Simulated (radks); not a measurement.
Removal energies from the tungsten ion W5+, [Xe] 4f14 5d(3/2: 1, 5/2: 0), by Delta-SCF beside the eigenvalue of the level emptied. All-electron calculation, Dirac Kohn-Sham, relativistic LDA (MacDonald-Vosko exchange, VWN5 correlation), spin-unpolarised, spherical densities, finite nucleus; Fermi nuclear charge, rms radius of each element as measured or else 0.836 A^(1/3) + 0.57 fm. Program: a radial shooting solver on a logarithmic mesh with Libxc functionals. Sub-shells are occupied by j as written (lower j first in brackets).

removed from                                       final configuration  Delta-SCF (eV)  -eigenvalue (eV)
5d3/2                                                        [Xe] 4f14          64.903            57.814
4f7/2                       [Xe] 4f(5/2: 6, 7/2: 7) 5d(3/2: 1, 5/2: 0)          105.13            91.768
5p3/2         [Kr] 4d10 4f14 5s2 5p(1/2: 2, 3/2: 3) 5d(3/2: 1, 5/2: 0)          106.10            97.476
4f5/2                       [Xe] 4f(5/2: 5, 7/2: 8) 5d(3/2: 1, 5/2: 0)          107.48            94.024
